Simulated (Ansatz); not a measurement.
Reaction (silylene formation by 1,1-elimination): `BS[SiH](C)Cl` → `C[Si]Cl` + `BS`

Program: Ansatz. Geometries: PBE0-D4/def2-TZVP. ΔE: electronic, gas phase. CCSD(T)/CBS is the MP2 limit (def2-TZVPP, def2-QZVPP) plus CCSD(T) − MP2 in def2-TZVPP, frozen cores. This one scheme is used for every species. DFT in def2-TZVPP. B3LYP here is the variant with VWN-RPA as its local correlation; programs differ in this. Each species was taken in one conformer, which may not be the lowest.

`BS[SiH](C)Cl`:

Cartesian coordinates in Å:
```
B 0.243 -2.215 -0.206
S -0.700 -1.411 1.062
Si 0.160 0.550 0.843
C -0.402 1.368 -0.721
Cl -0.481 1.656 2.453
H 0.016 -3.367 -0.409
H 1.076 -1.627 -0.831
H 1.633 0.441 0.932
H -0.074 0.790 -1.589
H -1.491 1.442 -0.742
H 0.020 2.374 -0.792
```

`C[Si]Cl`:

Cartesian coordinates in Å:
```
C -0.051 -0.421 -0.426
Si 1.029 0.185 0.997
Cl -0.128 1.831 1.573
H -1.059 -0.655 -0.063
H 0.371 -1.309 -0.902
H -0.163 0.368 -1.179
```

`BS`:

Cartesian coordinates in Å:
```
B 0.347 -0.201 -0.419
S -1.135 0.532 0.198
H 0.398 -0.353 -1.600
H 1.232 -0.520 0.310
H -0.841 0.542 1.510
```

```tsv
species	B3LYP energy (Eh)
`BS[SiH](C)Cl`	-1214.67621
`C[Si]Cl`	-789.69085
`BS`	-424.90262
```

(1) Work out ΔE.

(2) What do rigid-rotor, harmonic-oscillator terms from PBE0-D4/def2-TZVP frequencies (298.15 K, 1 bar) make of the CCSD(T)/CBS value? (Estimate.)

Largest T1 diagnostic among the species: 0.015.

## Answers

(1) ΔE = (-789.69085) + (-424.90262) − (-1214.67621) = 0.08274 Eh = +217.2 kJ/mol. CCSD(T)/CBS gives +249.4 kJ/mol.

(2) Computed: ΔZPE = -9.9 kJ/mol, ΔH = +241.9 kJ/mol, ΔS = 171 J/(mol·K), ΔG = +190.8 kJ/mol.

From r2SCAN to r2SCAN0 (25 % exact exchange), in def2-TZVPP and without D4, ΔE moves by +5.1 kJ/mol. In def2-TZVPP, CCSD(T) changes the Hartree–Fock value by +11.1 kJ/mol (the triples alone add +3.4 kJ/mol) and MP2 by +33.7 kJ/mol. Leaving LDA and LC-ωPBE aside and taking each functional with its dispersion term where it has one, the values, not all of them listed here, spread over 45.1 kJ/mol, from BLYP-D4 to r2SCAN0-D4. LDA lies +32.4 kJ/mol from PBE without D4.
